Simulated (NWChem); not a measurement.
## Correlation energy of FGe

```
Ge
F 1 1.7654
```
Charge 0, spin multiplicity 2.

The numbers come from NWChem runs, not from measurements. All single points use one geometry, from UB3LYP/def2-SVP, a minimum by its harmonic frequencies.

Basis set: def2-TZVP. Each correlation energy counts from its own Hartree-Fock reference.

The Hamiltonian is non-relativistic. The correlated methods keep 10 core orbitals frozen. This spin state was chosen for the runs; another may lie lower. The structure started from a generated list of species. The unpaired electrons of the parent sit in orbitals of symmetry b1 (C2v labels of the run); other states weren't searched. The stability of the SCF solutions was not checked. Open-shell Hartree-Fock references start from PBE0 orbitals. No row is a measurement; the coupled-cluster row has its own basis-set and correlation limits.

**Question.** One of these methods gave a correlation energy of -478.8 mHa. Which?
(A) SCS-UMP2
(B) CCSD on UHF
(C) CCSD(T) on UHF
(D) CCSD[T] on ROHF

**Answer.** D, CCSD[T] on ROHF. The others give -472.4 (CCSD(T) on UHF), -433.0 (SCS-UMP2), -456.9 (CCSD on UHF).
